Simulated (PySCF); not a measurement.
This PySCF input asks for the NMR shieldings of `CC(C)CPPC[SiH3]`, C5H16P2Si; the geometry comes from GFN2-xTB.

```python
import basis_set_exchange as bse
import numpy as np
from pyscf import gto, dft
from pyscf.prop import nmr

atoms = """
C    -2.310063    1.563220   -0.043722
C    -2.246358    0.065736    0.236006
C    -3.549310   -0.614281   -0.179473
C    -1.065284   -0.568338   -0.502273
P     0.578248    0.015739    0.158927
P     1.806565   -1.372780   -0.958833
C     3.470678   -0.978654   -0.252006
Si    3.911189    0.861154    0.013943
H    -1.372904    2.039160    0.239598
H    -2.481278    1.742605   -1.103365
H    -3.118275    2.025135    0.518656
H    -2.102565   -0.082176    1.313534
H    -3.706481   -0.508768   -1.251225
H    -4.393028   -0.163201    0.337749
H    -3.526427   -1.674675    0.062824
H    -1.104185   -0.296735   -1.563068
H    -1.109130   -1.659301   -0.434255
H     0.561374   -0.797324    1.305135
H     1.890605   -0.513050   -2.064612
H     3.538515   -1.520351    0.695767
H     4.190872   -1.451249   -0.924867
H     3.273278    1.345457    1.237853
H     3.481985    1.642744   -1.147005
H     5.370245    0.919696    0.145735
"""
names = dict.fromkeys(["C", "P", "Si", "H"], "pcSseg-1")
basis = {el: gto.basis.parse(bse.get_basis(n, elements=[el], fmt="nwchem")) for el, n in names.items()}
mol = gto.M(atom=atoms, basis=basis, charge=0, verbose=0)
mf = dft.RKS(mol, xc="PBE0")
mf.grids.level = 2
mf.grids.alignment = dft.numint.BLKSIZE   # the property module wants whole blocks of grid points
mf.conv_tol = 1e-9
mf.kernel()

calc = nmr.RKS(mf)   # GIAO
C = mf.mo_coeff
Co = C[:, mf.mo_occ > 0]
resp = mf.gen_response(singlet=True, hermi=2)
def vind(x):   # induced exchange potential for any number of trial vectors
    d = np.einsum("pi,xij,qj->xpq", C, 2 * x.reshape(-1, C.shape[1], Co.shape[1]), Co, optimize=True)
    return np.einsum("xpq,pi,qj->xij", resp(d - d.transpose(0, 2, 1)), C, Co, optimize=True).ravel()
mo1, _ = nmr.rhf.solve_mo1(calc, with_cphf=vind)
sigma = calc.kernel(mo1)
for i, s in enumerate(sigma):   # ppm
    print("%2d %-2s %9.2f" % (i, mol.atom_pure_symbol(i), np.trace(s) / 3))
```

Question: What are the results?

Answer: 
```
 0 C     162.26
 1 C     153.61
 2 C     159.42
 3 C     151.54
 4 P     454.80
 5 P     423.14
 6 C     190.19
 7 Si    413.37
 8 H      29.66
 9 H      31.26
10 H      30.62
11 H      30.25
12 H      30.94
13 H      30.45
14 H      30.47
15 H      31.01
16 H      29.40
17 H      29.23
18 H      28.63
19 H      31.13
20 H      30.83
21 H      27.09
22 H      27.79
23 H      27.57
```

These numbers come from an equivalent density-fitted implementation of the same equations, which agrees with the script to about 0.01 ppm for H and up to a few tenths of a ppm for heavy atoms, so last digits may differ.

Size and cost of the density-fitted run: 237 basis functions, 49 s wall time on 1 thread of an x86-64 server CPU, shared host.
